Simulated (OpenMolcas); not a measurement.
# Ar2+: RASPT2 settings compared

* Program: OpenMolcas
* Basis: ANO-R1 [4s3p1d]
* Scalar Hamiltonian: X2C, finite nucleus
* Active space: 6 electrons in 9 orbitals (RAS2 3s 3p; RAS3 3d, at most 2 electrons)
* State averaging: 2S+1 = 3 even, 3 roots; 2S+1 = 1 even, 7 roots kept (CI in the orbitals of an earlier block); 2S+1 = 3 odd, 3 roots; 2S+1 = 1 odd, 3 roots kept (CI in the orbitals of an earlier block)
* Spin-orbit coupling: state interaction with AMFI integrals over the reference wave functions, term energies averaged over their components

Methods on the same reference wave functions:
A. RASSCF
B. SS-RASPT2, IPEA 0.1 Eh, imaginary shift 0.05 Eh (closed shells correlated: 2s 2p)
C. SS-RASPT2, IPEA 0.4 Eh, no level shift (closed shells correlated: 2s 2p)
D. SS-RASPT2, IPEA 0.75 Eh, sigma1 regulariser 0.15 Eh (closed shells correlated: none)
E. MS-RASPT2, IPEA 0.1 Eh, imaginary shift 0.05 Eh (closed shells correlated: 2s 2p)

Energies in cm-1 above 3s2 3p4 3P2, the measured ground level; measured values from Saloman, J. Phys. Chem. Ref. Data 39, 033101 (2010).

```
       Level       A       B       C       D       E  Measured
 3s2 3p4 3P2     0.0     0.0     0.0     0.0     0.0       0.0
 3s2 3p4 3P1    1079    1080    1080    1079    1080      1112
 3s2 3p4 3P0    1537    1536    1536    1536    1536      1570
 3s2 3p4 1D2   15744   15600   15610   15660   15600     14010
 3s2 3p4 1S0   34572   33870   33910   34120   33870     33266
3s 3p5 3P* 2  114550  114090  114140  114150  114090    113801
3s 3p5 3P* 1  115523  115060  115110  115130  115060    114797
3s 3p5 3P* 0  116026  115570  115620  115630  115570    115328
```

Deviations, from unrounded energies. A percentage is the sum of absolute deviations over the sum of measured energies, with the sign that they share, or ± where signs differ.

```json
{"Against measurement": "mean absolute deviation (cm-1)", "Levels": "7", "A": "750", "B": "440", "C": "460", "D": "510", "E": "440"}
{"Against measurement": "fine structure of the ground term (%)", "Levels": "2", "A": "-2.5", "B": "-2.5", "C": "-2.5", "D": "-2.5", "E": "-2.5"}
{"Against measurement": "other terms of the ground configuration (%)", "Levels": "2", "A": "+6.4", "B": "+4.6", "C": "+4.7", "D": "+5.3", "E": "+4.6"}
{"Against measurement": "other configurations (%)", "Levels": "3", "A": "+0.6", "B": "+0.2", "C": "+0.3", "D": "+0.3", "E": "+0.2"}
```

B, E lie about equally close to measurement and A furthest from it. The largest miss of E in the table is 3s2 3p4 1D2, by +1600 cm-1. The ranking rests on the paired levels alone, and a cruder setting can come out closer through cancelling errors.

Among B to E the level of the table that moves most is 3s2 3p4 1S0, by 250 cm-1 (lowest in E, highest in D). Moves below CASPT2's spread within the term are not significant.

The two smallest mean deviations differ by little beside CASPT2's spread within terms, so their order carries little weight.

From A to B the spin-free energies of the other terms of 3s2 3p4 shown, above 3P, scale by factors of 0.98 to 0.99.

The lowest spin-free term lies below A's lowest term by 0.019 hartree in B, 0.018 hartree in C, 0.011 hartree in D, 0.019 hartree in E.

Term energies are means over components that CASPT2 splits; among the terms shown or strongly mixed into the levels shown the widest spread is 22 cm-1 (3s2 3p4 1D, E). Terms from blocks run as CI alone lack orbitals of their own. The run also gave levels led by 3s 3p4 3d, which use shells meant for correlation; these and all levels above them are left out. Some terms mix strongly with configurations of 3d, whose occupation reaches 0.25 (3s 3p5 3P*). Measured partners are found by configuration, term and J. A level has none where our copy of the source lacks it or the pairing is in doubt (some pairs that miss far off the trend of their configuration count as doubtful), and it then counts in no deviation. Only configurations of the active space appear. The table leaves out levels that lie high or whose names do not pair safely across all columns.

* marks odd parity.
